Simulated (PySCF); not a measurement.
Multinuclear NMR of C6H4F3N

Atom-mapped SMILES (the numbers label the heavy atoms): `[N:1]#[C:2][C@H:3]1[CH2:4][CH:5]=[C:6]1[C:7]([F:8])([F:9])[F:10]`; H(Xn) means a hydrogen on atom n. Ha(C4) is cis to C2 on the ring; Hb(C4) is trans to C2 on the ring.

- coordinates at the GFN2-xTB level
- NMR shieldings at PBE0/pcSseg-1/GIAO
- program: PySCF 2.14.0 with density-fitted response routines
- averaged over atoms made equivalent by symmetry, fast rotation or ring inversion, no relativistic terms, no solvent model, a single conformation

(1) What are the ¹⁹F shifts?

(2) Predict the ¹⁵N NMR data.

## Answers

(1) 
```tsv
atoms	environment	σ (ppm)	δ (ppm)
F8/F9/F10	fluorine of a CF3 group	253.3	-67.9
```

Shieldings were converted by a linear fit to measured shifts: ¹⁹F (scatter 6.0 ppm rms, 7.0 ppm with the 5 outliers that the fit left out vs CFCl3, solution or neat liquid, with a term for F on sp3 carbon). A few per cent of atoms miss by over 2 rms, more outside the fitted compound classes.

On a 600 MHz spectrometer ¹⁹F resonates near 564.6 MHz, so 1 ppm is 564.6 Hz.

(2) 
```tsv
atoms	environment	σ (ppm)	δ (ppm)
N1	nitrile nitrogen	-39.0	-112.1
```

Shieldings were converted by a linear fit to measured shifts: ¹⁵N (scatter 6.3 ppm rms vs CH3NO2, solution or neat liquid). A few per cent of atoms miss by over 2 rms, more outside the fitted compound classes.

On a 300 MHz spectrometer ¹⁵N resonates near 30.4 MHz, so 1 ppm is 30.4 Hz.
